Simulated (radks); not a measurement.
Q: All-electron atom: Tc+ in [Kr] 4d5 5s1. Method: scalar-relativistic Kohn-Sham, PBE, spin-polarised, spherical densities, point nucleus; open shells are filled with parallel spins first (spin-orbit coupling, left out, can overturn this in heavy ions); computed with a radial shooting solver on a logarithmic mesh with Libxc functionals. Some entries of the table are withheld. Estimate them.

| orbital | occ. | eigenvalue (eV) | <r> (bohr) | r(max) (bohr) |
|---|---|---|---|---|
| 1s up | 1 | -20875.69 | 0.03428 | 0.02228 |
| 1s down | 1 | -20875.68 | 0.03428 | 0.02228 |
| 2s up | 1 | -2984.587 | 0.1496 | 0.1262 |
| 2s down | 1 | -2983.951 | 0.1496 | 0.1262 |
| 2p up | 3 | -2671.801 | 0.1304 | 0.1008 |
| 2p down | 3 | -2671.323 | 0.1304 | 0.1008 |
| 3s up | 1 | -525.7303 | 0.4154 | 0.3723 |
| 3s down | 1 | -525.3876 | 0.4154 | 0.3724 |
| 3p up | 3 | -423.0971 | 0.4164 | 0.3657 |
| 3p down | 3 | -422.7097 | 0.4163 | 0.3658 |
| 3d up | 5 | -257.0955 | 0.3991 | 0.3114 |
| 3d down | 5 | -256.4991 | 0.3989 | 0.3116 |
| 4s up | 1 | -81.9020 | 1.061 | 0.9516 |
| 4s down | 1 | -78.6105 | 1.054 | 0.9464 |
| 4p up | 3 | (1) | 1.176 | (2) |
| 4p down | 3 | (3) | 1.167 | (4) |
| 4d up | 5 | -15.3233 | 1.658 | (5) |
| 5s up | 1 | -12.1574 | 2.965 | 2.574 |
| 4d down | 0 | -11.4268 | 1.678 | (6) |

A: 
(1) 4p up eigenvalue (eV): -54.0105
(2) 4p up r(max) (bohr): 1.026
(3) 4p down eigenvalue (eV): -50.4171
(4) 4p down r(max) (bohr): 1.019
(5) 4d up r(max) (bohr): 1.274
(6) 4d down r(max) (bohr): 1.259
